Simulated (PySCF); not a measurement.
AgI, triplet, geometry from GFN2-xTB (such geometries of metal compounds can be far from the true shape) (the multiplicity is a formal guess) (core potentials on Ag, I); DF-BHANDHLYP/def2-SVPD run with PySCF.

PySCF was given this input:
```python
from pyscf import gto, scf, dft

mol = gto.Mole()
mol.atom = '''
    Ag   -0.000000   -0.000000   -1.542697
    I     0.000000    0.000000    1.368052
'''
mol.basis = 'def2-svpd'
mol.ecp = {'Ag': 'def2-svpd', 'I': 'def2-svpd'}
mol.charge = 0
mol.spin = 2
mol.verbose = 4
mol.build()

mf = dft.UKS(mol)
mf.xc = 'bhandhlyp'
mf = mf.density_fit(auxbasis='def2-universal-jkfit')
mf.kernel()
```

Output, abridged:

```
PySCF version 2.14.0

[INPUT] verbose = 4
[INPUT] num. atoms = 2
[INPUT] num. electrons = 44
[INPUT] charge = 0
[INPUT] spin (= nelec alpha-beta = 2S) = 2
[INPUT] symmetry False subgroup None
[INPUT] Mole.unit = angstrom
[INPUT] Symbol           X                Y                Z      unit          X                Y                Z       unit  Magmom
[INPUT]  1 Ag     0.000000000000   0.000000000000  -1.542697000000 AA    0.000000000000   0.000000000000  -2.915274823188 Bohr   0.0
[INPUT]  2 I      0.000000000000   0.000000000000   1.368052000000 AA    0.000000000000   0.000000000000   2.585243604163 Bohr   0.0

nuclear repulsion = 86.3554965361149
number of shells = 25
number of NR pGTOs = 130
number of NR cGTOs = 69
basis = def2-svpd
ecp = {'Ag': 'def2-svpd', 'I': 'def2-svpd'}

******** <class 'pyscf.df.df_jk.DFUKS'> ********
method = DFUKS
initial guess = minao
damping factor = 0
level_shift factor = 0
DIIS = <class 'pyscf.scf.diis.CDIIS'>
diis_start_cycle = 1
diis_space = 8
diis_damp = 0
SCF conv_tol = 1e-09
SCF conv_tol_grad = None
SCF max_cycles = 50
direct_scf = False
number electrons alpha = 23  beta = 21
XC library pyscf.dft.libxc version 7.1.2
    S. Lehtola, C. Steigemann, M. J. T. Oliveira, and M. A. L. Marques,  SoftwareX 7, 1–5 (2018)
XC functionals = bhandhlyp
    A. D. Becke,  J. Chem. Phys. 98, 1372 (1993)
    Defined through Gaussian implementation.
radial grids:
    Treutler-Ahlrichs [JCP 102, 346 (1995); DOI:10.1063/1.469408] (M4) radial grids

becke partition: Becke, JCP 88, 2547 (1988); DOI:10.1063/1.454033
pruning grids: <function nwchem_prune>
grids dens level: 3
symmetrized grids: False
atomic radii adjust function: <function treutler_atomic_radii_adjust>
small_rho_cutoff = 0
Set gradient conv threshold to 3.16228e-05
tot grids = 44400
******** <class 'pyscf.df.df.DF'> ********
auxbasis = def2-universal-jkfit
init E= -399.752366306916

cycle= 1 E= -443.011599821384  delta_E= -43.3  |g|= 1.94  |ddm|= 6.65
cycle= 2 E= -441.766603623393  delta_E= 1.24  |g|= 2.53  |ddm|= 5.96
cycle= 3 E= -444.258257249988  delta_E= -2.49  |g|= 0.621  |ddm|= 3.23

cycle= 4 E= -444.461259008655  delta_E= -0.203  |g|= 0.0976  |ddm|= 1.18

cycle= 5 E= -444.468162965214  delta_E= -0.0069  |g|= 0.0201  |ddm|= 0.272

cycle= 6 E= -444.468639070481  delta_E= -0.000476  |g|= 0.00611  |ddm|= 0.0643

cycle= 7 E= -444.468735051969  delta_E= -9.6e-05  |g|= 0.00319  |ddm|= 0.0283

cycle= 8 E= -444.468756600015  delta_E= -2.15e-05  |g|= 0.000941  |ddm|= 0.0152

cycle= 9 E= -444.468758573224  delta_E= -1.97e-06  |g|= 0.000215  |ddm|= 0.00413

cycle= 10 E= -444.468758720067  delta_E= -1.47e-07  |g|= 8.27e-05  |ddm|= 0.00103

cycle= 11 E= -444.468758740132  delta_E= -2.01e-08  |g|= 2.32e-05  |ddm|= 0.000421

cycle= 12 E= -444.468758741509  delta_E= -1.38e-09  |g|= 6.24e-06  |ddm|= 0.000142

cycle= 13 E= -444.468758741596  delta_E= -8.7e-11  |g|= 8.31e-07  |ddm|= 4.72e-05

Extra cycle  E= -444.468758741597  delta_E= -1.25e-12  |g|= 5.25e-07  |ddm|= 2.33e-06
converged SCF energy = -444.468758741597  <S^2> = 2.0036654  2S+1 = 3.0024426
```
